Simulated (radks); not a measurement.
Q: All-electron atom: Sm2+ in [Xe] 4f5.5 6p0.5 (fractional occupations, a model configuration). Calculated with a radial shooting solver on a logarithmic mesh with Libxc functionals: Dirac Kohn-Sham, LDA (Slater exchange, Perdew-Wang correlation), spin-unpolarised, spherical densities, finite nucleus; open shells fill j = l - 1/2 first; Fermi nuclear charge, rms radius 5.0819 fm.

Spin-orbit splittings of the eigenvalues, e(l+1/2) - e(l-1/2), with zeta = 2 splitting/(2l+1) and mean radii in bohr:

shell  occ.  splitting (eV)  zeta (eV)  <r> j=l-1/2  <r> j=l+1/2
2p        6           602.1      401.4      0.08076      0.08738
3p        6           121.8      81.23       0.2444       0.2572
3d       10           26.49      10.60       0.2287       0.2327
4p        6           26.95      17.96       0.5931       0.6223
4d       10               ?          ?       0.6641       0.6745
4f      5.5          0.5721     0.1635       0.9425       0.9555
5p        6           3.771      2.514        1.560        1.649
6p      0.5          0.5304     0.3536        4.102        4.277

Estimate the 4d splitting.

A: 4.820 eV (zeta = 1.928 eV).
